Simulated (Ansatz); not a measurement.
ZnF2⁺, relaxed as a doublet with UKS B3LYP-D4/def2-TZVP in Ansatz, starting from the GFN1-xTB geometry. Force threshold 0.02 eV/Å.

The structure comes from a short search, and lower isomers may exist.

Start:

Cartesian coordinates in Å:
```
Zn -0.396 -0.564 0.251
F -0.652 1.093 0.358
F 1.048 -0.528 -0.609
```

| step | energy (eV) | largest force component (eV/Å) | SCF passes |
| --- | --- | --- | --- |
| 1 | -53844.9993 | 2.807 | 22 |
| 2 | -53845.2194 | 1.507 | 29 |
| 3 | -53845.3876 | 0.166 | 33 |
| 4 | -53845.4366 | 0.196 | 33 |
| 5 | -53845.5686 | 0.596 | 40 |
| 6 | -53845.6566 | 0.724 | 40 |
| 7 | -53845.7729 | 0.081 | 39 |
| 8 | -53845.7764 | 0.004 | 27 |

Force components are those of the run's own axes.

End:

```xyz
3

Zn   -0.002   -0.002    0.001
F    -1.190    1.136    0.677
F     1.192   -1.134   -0.678
```

By distances, no bond broke or formed. The bond that changes most is Zn1–F3, from 1.68 to 1.78 Å (atoms count from 1). The end is the same structure that another start reached, the lowest one found.

No frequencies were taken in this run, so the end may be a saddle point.

Hardware: 2 threads of Arm Neoverse V2 on a shared host. Wall time 14 s.
